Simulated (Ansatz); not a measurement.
`NB1OC1F` + H₂ → `FC1BO1` + NH₃ at 700 K and 1 bar (hydrogenolysis of a B–N bond).

Computed with Ansatz on PBE0-D4/def2-TZVP structures; ΔE is electronic, products minus reactants. CCSD(T)/CBS adds triple-zeta CCSD(T) − MP2 to the extrapolated MP2 energy (def2 sets, frozen cores). This one scheme is used for every species. One conformer a species, not always the lowest.

```
  species  CCSD(T)/CBS energy (Eh)  H − E (kJ/mol)  S (J/(mol·K))
`NB1OC1F`               -294.35278           200.9          384.7
       H₂                 -1.17544            46.8          155.3
 `FC1BO1`               -238.98850           136.2          332.0
      NH₃                -56.50880           116.9          226.5
```

H − E and S are ideal-gas, rigid-rotor, harmonic terms from PBE0-D4/def2-TZVP, for one conformer and one mirror image of each species. The MP2-based limit puts H₂ 0.8 mEh under its directly extrapolated value; such offsets cancel only in part. 1 Eh = 2625.50 kJ/mol, R = 8.31446 J/(mol·K).

Question: By hand: ΔE, ΔH, ΔS and ΔG.

Answer: ΔE = (-238.98850) + (-56.50880) − (-294.35278) − (-1.17544) = 0.03092 Eh = 81.2 kJ/mol. Δ(H − E) = 136.2 + 116.9 − 200.9 − 46.8 = 5.4, so ΔH = 86.6 kJ/mol. ΔS = 332.0 + 226.5 − 384.7 − 155.3 = 18.5 J/(mol·K). ΔG = 86.6 − 700 × (18.5)/1000 = 73.6 kJ/mol.

Question: By hand: the equilibrium constant, and the temperature at which ΔG would vanish if ΔH and ΔS stayed fixed.

Answer: log₁₀ K = −ΔG/(RT ln 10) = -5.5. ΔG = 0 at ΔH/ΔS = 4681 K, far beyond where these terms or the molecules hold.

ΔH outweighs TΔS. A doubt of 5 kJ/mol in ΔE shifts log₁₀ K by 0.4 here. Other conformers and mirror images would add mixing entropy, several J/(mol·K) or more a flexible species. These are equilibria of isolated gas molecules and say nothing of rates. Largest T1 diagnostic: 0.016 (customary marks: 0.02 for closed shells, 0.045 for open ones).
